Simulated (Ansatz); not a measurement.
Ansatz (a program for electronic structure) input:

Ansatz 0.2 input:
```yaml
crystal:
  periodic: [false, false, false]
  atoms:
    - {symbol: C, position_ang: [2.07914738, -0.18062915, -0.64799530]}
    - {symbol: C, position_ang: [0.75843144, -0.08051704, -0.67402996]}
    - {symbol: B, position_ang: [-0.46713719, 0.04005802, 0.12987417]}
    - {symbol: O, position_ang: [-1.08502731, 1.27334736, 0.46948691]}
    - {symbol: O, position_ang: [-1.26342000, -1.05979635, 0.54746447]}
    - {symbol: H, position_ang: [2.69868801, -0.19724689, 0.27214063]}
    - {symbol: H, position_ang: [2.70731730, -0.25888701, -1.55243371]}
    - {symbol: H, position_ang: [-0.50773705, 1.97148331, 0.14975134]}
    - {symbol: H, position_ang: [-0.80047677, -1.85717047, 0.27771134]}
basis:
  gaussian:
    orbitals: aug-cc-pVDZ
total_charge: -1
magnetization: {spin_polarized: false}
correlation: {method: ccsd_t, electrons: outside_noble_gas}
```

Task: Which total energy does the run end on?

Result: -253.37656 Eh (CCSD(T)/aug-cc-pVDZ). The basis has 151 functions.

It need not be the lowest isomer of its formula. Whether it binds its extra electron was not tested at this geometry.
